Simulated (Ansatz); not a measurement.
Calculated with Ansatz (gas phase, PBE0-D4/def2-TZVP geometries, no zero-point term in ΔE). CBS: MP2 limit from def2 TZ/QZ plus the TZ coupled-cluster correction, frozen cores. Elements past krypton have def2 core potentials. For In outer-core shells are correlated without core-valence functions, which leaves a few kJ/mol of doubt a bond. Each species was taken in one conformer, which may not be the lowest.

`CB(C=S)CCl` + `[CH3][InH2]` → `CBC=S` + `[CH3][InH][CH2]Cl`  (redistribution)

```
            species  HF/def2-QZVPP energy (Eh)
       `CB(C=S)CCl`                 -998.90054
      `[CH3][InH2]`                 -229.97196
            `CBC=S`                 -500.88990
`[CH3][InH][CH2]Cl`                 -727.96671
```

Task: Work out ΔE.

Result: ΔE = (-500.88990) + (-727.96671) − (-998.90054) − (-229.97196) = 0.01589 Eh = +10.0 kcal/mol. CCSD(T)/CBS gives +5.2 kcal/mol.

Largest T1 diagnostic among the species: 0.019.

The D4 term adds +1.4 kcal/mol with B3LYP and +0.8 kcal/mol with PBE0; it sums over pairs of atoms, weighted by their polarisabilities, and B3LYP, whose exchange is more repulsive, gets the larger term. From PBE to PBE0 (25 % exact exchange), in def2-TZVPP and without D4, ΔE moves by +1.3 kcal/mol. In def2-TZVPP, CCSD(T) changes the Hartree–Fock value by −3.4 kcal/mol (the triples alone add −0.7 kcal/mol) and MP2 by −4.4 kcal/mol.

B3LYP here is the variant with VWN-RPA as its local correlation; programs differ in this.
